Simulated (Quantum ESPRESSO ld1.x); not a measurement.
Results of a calculation; reference values are marked as such.
Task: Species: the iron ion Fe9+. Configuration: [Ne] 3s2 3p5 (the NIST ground configuration). Level of theory: non-relativistic Kohn-Sham, LDA (Slater exchange, Perdew-Wang correlation), spin-polarised, spherical densities, point nucleus; open shells are filled with parallel spins first (ld1.x of Quantum ESPRESSO 7.5). Some entries of the table are withheld. Estimate them.

orbital  occ.  eigenvalue (eV)  <1/r> (bohr^-1)
1s up       1         -7138.94            25.47
1s down     1         -7138.24            25.47
2s up       1         -1027.14            5.467
2s down     1         -1026.47            5.468
2p up       3         -918.362              (1)
2p down     3         -917.544              (2)
3s up       1         -283.186            1.921
3s down     1         -281.089            1.917
3p up       3              (3)              (4)
3p down     2              (5)              (6)

Result: 
(1) 2p up <1/r> (bohr^-1): 5.423
(2) 2p down <1/r> (bohr^-1): 5.423
(3) 3p up eigenvalue (eV): -249.795
(4) 3p up <1/r> (bohr^-1): 1.844
(5) 3p down eigenvalue (eV): -247.716
(6) 3p down <1/r> (bohr^-1): 1.841
